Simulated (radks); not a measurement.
Spherical jellium clusters: N electrons in a uniform positive sphere of charge N and radius rs N^(1/3), rs = 5.53 bohr. Calculated with a radial shooting solver with Libxc functionals: non-relativistic Kohn-Sham, LDA (Slater exchange, Perdew-Wang correlation), spin-polarised, spherical densities. Levels are named by radial order and angular momentum (1s, 1p, 1d, 2s, ...), and open shells are averaged over m. Each electron was tried in the lowest free levels, single moves between levels near the top were tried too, and the lowest total energy was kept; such a search can miss a lower state. Energies include the self-energy of the background; IP and EA are vertical (highest electron removed, lowest free level filled), at fixed background; spill-out counts the electrons outside the background radius R, and alpha is the static dipole polarisability from linear response (closed shells only). A dash means not computed or, for alpha, an open shell; in EA it means that no bound solution was reached, which is typical of self-interaction and does not show that the anion is unstable. Real open-shell clusters deform, which this model forbids.

N,open shells,2S,E/N (eV),E(N+1) + E(N-1) - 2E(N) (eV),IP (eV),EA (eV),-e(HOMO) (eV),spill-out (e)
1,"1s(up 1, down 0)",1,-1.359,-,-,-,2.433,0.28
2,none,0,-1.628,0.633,4.090,-,2.470,0.42
3,"1p(up 1, down 0)",1,-1.506,-0.436,3.181,-,1.860,0.65
4,"1p(up 2, down 0)",2,-1.555,-0.276,3.501,-,2.192,0.77
5,"1p(up 3, down 0)",3,-1.639,0.237,3.664,-,2.396,0.86
6,"1p(up 3, down 1)",2,-1.655,-0.229,3.335,1.106,2.191,0.98
7,"1p(up 3, down 2)",1,-1.700,-0.161,3.504,1.304,2.376,1.07
8,none,0,-1.753,0.666,3.609,-,2.506,1.15
9,"1d(up 1, down 0)",1,-1.721,-0.167,2.894,-,1.879,1.28
10,"1d(up 2, down 0)",2,-1.712,-0.138,3.034,1.076,2.035,1.39
11,"1d(up 3, down 0)",3,-1.717,-0.115,3.142,1.213,2.160,1.47
12,"1d(up 4, down 0)",4,-1.730,-0.097,3.227,1.328,2.261,1.55
13,"1d(up 5, down 0)",5,-1.749,0.240,3.295,1.115,2.346,1.62
14,"1d(up 5, down 1)",4,-1.749,-0.108,3.028,1.243,2.123,1.71
15,"1d(up 5, down 2)",3,-1.755,-0.091,3.117,1.352,2.222,1.78
16,"1d(up 5, down 3)",2,-1.766,-0.078,3.189,1.445,2.305,1.86
17,"1d(up 5, down 4)",1,-1.781,-0.068,3.249,1.526,2.376,1.92
18,none,0,-1.798,0.144,3.299,1.408,2.438,1.99
19,"2s(up 1, down 0)",1,-1.805,0.179,3.138,1.268,2.289,2.11
20,none,0,-1.803,0.109,2.953,1.169,2.134,2.28
21,"1f(up 1, down 0)",1,-1.796,-0.073,2.848,1.251,2.041,2.35
22,"1f(up 2, down 0)",2,-1.792,-0.066,2.906,1.325,2.107,2.41
23,"1f(up 3, down 0)",3,-1.792,-0.059,2.958,1.391,2.167,2.46
24,"1f(up 4, down 0)",4,-1.795,-0.054,3.004,1.451,2.220,2.52
25,"1f(up 5, down 0)",5,-1.799,-0.049,3.045,1.507,2.269,2.57
26,"1f(up 6, down 0)",6,-1.805,-0.045,3.081,1.558,2.313,2.62
27,"1f(up 7, down 0)",7,-1.812,0.204,3.114,1.362,2.353,2.66
28,"1f(up 7, down 1)",6,-1.811,-0.054,2.898,1.424,2.155,2.72
29,"1f(up 7, down 2)",5,-1.813,-0.049,2.943,1.480,2.206,2.78
30,"1f(up 7, down 3)",4,-1.815,-0.045,2.984,1.532,2.252,2.84
31,"1f(up 7, down 4)",3,-1.819,-0.042,3.020,1.580,2.295,2.89
32,"1f(up 7, down 5)",2,-1.825,-0.038,3.053,1.624,2.333,2.94
33,"1f(up 7, down 6)",1,-1.830,-0.036,3.084,1.665,2.369,2.99
34,none,0,-1.837,0.237,3.111,1.443,2.402,3.04
35,"2p(up 1, down 0)",1,-1.837,-0.025,2.866,1.483,2.170,3.16
36,"2p(up 2, down 0)",2,-1.837,-0.018,2.891,1.515,2.198,3.27
37,"2p(up 3, down 0)",3,-1.837,0.159,2.909,1.360,2.220,3.39
38,"2p(up 3, down 0) 1g(up 1, down 0)",4,-1.834,-0.040,2.751,1.403,2.073,3.44
39,"2p(up 3, down 0) 1g(up 2, down 0)",5,-1.832,-0.037,2.783,1.444,2.109,3.48
40,"2p(up 3, down 0) 1g(up 3, down 0)",6,-1.830,-0.035,2.813,1.483,2.144,3.53
41,"2p(up 3, down 0) 1g(up 4, down 0)",7,-1.830,-,2.842,1.519,2.176,3.57

All shells are closed at N = 2, 8, 18, 20, 34 (there: 1s2 1p6 1d10 2s2 1f14); the second difference of the energy has clear peaks (12 % above both neighbours; the first and last values, which can be the largest, are not judged, and half-filled shells can peak too) at N = 5, 8, 13, 19, 27, 34, 37.
